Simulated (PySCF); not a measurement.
A structure optimised at PBE-D3(BJ)/def2-SVP, used in a PySCF frequency run:

```xyz
10

Ga     0.0882     0.0834     0.1018
Cl    -2.0139     0.1795     0.6557
C      0.6446    -0.9202    -1.4705
C      1.9313    -1.0258    -1.8590
H     -0.1351    -1.4251    -2.0680
H      2.2283    -1.6008    -2.7549
H      2.7592    -0.5465    -1.3071
N      1.1712     1.0026     1.2318
H      0.8108     1.5099     2.0408
H      2.1842     1.0814     1.1404
```

Write its SMILES and formula.

C=[CH][Ga]([NH2])[Cl], C₂H₅ClGaN

What are its rotational constants (standard atomic weights)?

4.6850, 1.7214, 1.2588 GHz
